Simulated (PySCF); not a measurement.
C₂H₆BFO₂, SMILES COB(O)CF.

Coordinates come from a r2SCAN-D4/def2-SVP optimisation. This is a generated structure with no PubChem entry under its InChIKey; it may be hypothetical. One conformer was computed; it need not be the lowest.

Level of theory: TDA-CAM-B3LYP/def2-SVPD run with PySCF 2.14.0.

Vertical excitations. The molecule is in vacuum. State labels are in the subgroup Cs.

Computed UV-visible absorptions:
```tsv
state	symmetry	energy (eV)	λ (nm)	f	main pairs
S1	A"	8.02	155	0.013	HOMO→LUMO 90 %
S2	A'	8.19	151	0.014	HOMO−1→LUMO 82 %
S3	A"	8.68	143	0.007	HOMO−1→LUMO+3 88 %
S4	A'	8.81	141	0.007	HOMO−2→LUMO 44 %, HOMO−1→LUMO+1 19 %, HOMO→LUMO+3 10 %, HOMO−1→LUMO 7 %
S5	A"	9.00	138	0.002	HOMO−3→LUMO 46 %, HOMO→LUMO+1 18 %, HOMO−3→LUMO+1 11 %
S6	A"	9.01	138	0.006	HOMO→LUMO+1 28 %, HOMO−3→LUMO 26 %, HOMO→LUMO+2 24 %, HOMO−4→LUMO 9 %
S7	A'	9.05	137	0.134	HOMO→LUMO+3 72 %, HOMO−2→LUMO 19 %
S8	A"	9.16	135	0.015	HOMO→LUMO+2 46 %, HOMO→LUMO+1 31 %, HOMO→LUMO+4 11 %
S9	A'	9.22	134	0.083	HOMO−1→LUMO+2 41 %, HOMO−2→LUMO 16 %, HOMO−1→LUMO+1 9 %, HOMO→LUMO+3 8 %
S10	A"	9.34	133	0.012	HOMO−2→LUMO+3 86 %
T1	A'	7.75	160	0	HOMO→LUMO+3 89 %
T2	A"	7.88	157	0	HOMO→LUMO 86 %
T3	A'	7.93	156	0	HOMO−1→LUMO 65 %, HOMO−1→LUMO+1 11 %
T4	A"	7.99	155	0	HOMO−1→LUMO+3 84 %
```
Triplets are in the Tamm–Dancoff approximation.
